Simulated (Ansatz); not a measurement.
GeF2⁻. The state is a doublet with charge -1. Geometry PBE-D4/def2-TZVP, that of the neutral singlet; atoms count from 1.

```xyz
3

Ge   -0.289    0.016   -0.720
F     0.758   -1.163    0.088
F    -0.469    1.147    0.632
```

The highest occupied level of the charge -1 doublet lies above zero (up to 1.49 eV). By energy differences its removal costs 0.66 eV (vertical, to the charge 0 singlet, at PBE0-D4/def2-TZVPD); a positive level beside a positive removal energy at the same level points to self-interaction error.

Estimate the Mulliken populations from the PBE0/def2-TZVPD orbitals of Ansatz.


| atom | charge (e) | spin (α − β) |
| --- | --- | --- |
| Ge1 | -0.09 | 0.88 |
| F2 | -0.46 | 0.06 |
| F3 | -0.46 | 0.06 |
Mulliken values and Mayer orders depend strongly on the basis. With diffuse functions, as here, like atoms can get unlike values, and bond orders can come out too low or too high.

Where does the spin sit?

Summed by element: Ge 0.88, F 0.12, of 1 unpaired in all. Largest on single atoms: Ge1 0.88, F2 0.06, F3 0.06.

And the Mayer bond orders between bonded heavy atoms (over 0.3)?

Ge1–F2 0.72 (1.77 Å); Ge1–F3 0.72 (1.77 Å).
